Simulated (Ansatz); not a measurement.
Reaction (silylene formation by 1,1-elimination): `C[SiH](C)O[SiH3]` → `CO[SiH3]` + `C[SiH]`

Program: Ansatz. Geometries: PBE0-D4/def2-TZVP. ΔE: electronic, gas phase. CCSD(T)/CBS adds triple-zeta CCSD(T) − MP2 to the extrapolated MP2 energy (def2 sets, frozen cores). This one scheme is used for every species. DFT in def2-TZVPP. Each species was taken in one conformer, which may not be the lowest.

```tsv
level	ΔE (kJ/mol)
PBE-D4	434.7
CCSD(T)/def2-TZVPP	443.5
```

**Question.** What does CCSD(T)/CBS give? (Estimate.)

**Answer.** Ansatz gave: +452.6 kJ/mol. The listed levels differ from it by -17.9, -9.1 kJ/mol.

Largest T1 diagnostic among the species: 0.012.

From PBE to PBE0 (25 % exact exchange), in def2-TZVPP and without D4, ΔE moves by +18.8 kJ/mol. The D4 term adds +17.1 kJ/mol with B3LYP and +9.9 kJ/mol with PBE0; it sums over pairs of atoms, weighted by their polarisabilities, and B3LYP, whose exchange is more repulsive, gets the larger term. In def2-TZVPP, CCSD(T) changes the Hartree–Fock value by +6.8 kJ/mol (the triples alone add +1.8 kJ/mol) and MP2 by +32.6 kJ/mol.

B3LYP here is the variant with VWN-RPA as its local correlation; programs differ in this.
